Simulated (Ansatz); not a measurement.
```xyz
2

C    -0.0061    0.0209   -0.4518
C     0.0100    0.0967    0.5398
```

Basis set: cc-pVDZ (spherical functions). Frozen core: 2 orbitals. Charge 0, multiplicity 1.

Computed with Ansatz (development build ahead of 0.2.0); each method stands on the lowest determinant of its kind that the runs found. Restricted open shells among the atoms or ions are ROHF, correlated in semicanonical orbitals with singles.

**Question.** Give the atomization energy at this shape (free ground-state atoms in the same class of orbitals less the molecule, no zero-point energy) of singlet C₂ by RHF-MP2, RHF.

**Answer.**

```json
{"method": "RHF-MP2", "atomization energy": "0.50 eV"}
{"method": "RHF", "atomization energy": "-4.12 eV"}
```

Caution: no unrestricted run beside it, a lower state can exist; the shape is not the minimum. Caution for RHF: the molecule lies well above its atoms at this level.
